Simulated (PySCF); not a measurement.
Below is a simulated gas-phase C 1s photoelectron spectrum of Ti(CCH)4, `C#[C][Ti]([C]#C)([C]#C)[C]#C`.

Every computed line was given a Gaussian of 0.5 eV full width at half maximum and an area set by the number of equivalent atoms; the highest printed point is 100. Level of theory: delta-SCF UKS SCAN, pcX-2 on the ionised atom (unc-x2c-TZVPall on a metal), pcseg-1 elsewhere, spin-free X2C (PySCF).

binding energy (eV), intensity and a bar:
```
    288.9          1 
    289.0          3 #
    289.1         10 ###
    289.2         24 #######
    289.3         47 ##############
    289.4         74 ######################
    289.5         95 ############################
    289.6        100 ##############################
    289.7         91 ###########################
    289.8         81 ########################
    289.9         83 #########################
    290.0         93 ############################
    290.1        100 ##############################
    290.2         91 ###########################
    290.3         68 ####################
    290.4         40 ############
    290.5         19 ######
    290.6          7 ##
    290.7          2 #
    290.8          1
```

Q: How many maxima does the curve show, and how many computed lines lie under it?

A: The curve has 2 maxima (at 289.6 and 290.1 eV). Under it lie 2 lines from 2 inequivalent carbon sites.

Q: Decompose the envelope and assign each component. Bonds: Ti1–C2, Ti1–C5, Ti1–C8, Ti1–C11, C2–C3, C5–C6, C8–C9, C11–C12. Hydrogens: H4 on C3; H7 on C6; H10 on C9; H13 on C12.

A: 
| position (eV) | relative area | line | atoms | environment |
| --- | --- | --- | --- | --- |
| 289.56 | 4 | C 1s | C2/C5/C8/C11 | carbon bonded to C and Ti |
| 290.12 | 4 | C 1s | C3/C6/C9/C12 | carbon bonded to C and H |

Q: Above which line width would these two lines show one maximum?

A: Two equal Gaussians merge once their distance is under 2σ = FWHM/1.177. With 0.56 eV between them that is a full width over 0.66 eV.

Lowest listed C 1s: C2/C5/C8/C11, bonded to C and Ti. Highest, 0.56 eV above it: C3/C6/C9/C12, bonded to C and H.

The curve has no shake-up lines and no vibrational structure. Topologically equivalent atoms share the value of their first member; where this conformer doesn't relate them by symmetry, their own values could differ. The unrestricted hole states depart most from a pure doublet (⟨S²⟩ = 0.75; over 0.85 named) for C 1s of C2/C5/C8/C11 (0.88) and C 1s of C3/C6/C9/C12 (0.89), which makes these values less certain. Isolated species at its PBE0-D3(BJ)/def2-SVP geometry, gas phase. Metal 2p energies of this one-determinant scheme are less reliable than its 1s energies.

Time: 92 s of wall time; peak memory 0.79 GiB. Hardware: Arm Neoverse V2, one thread, no GPU, shared host.
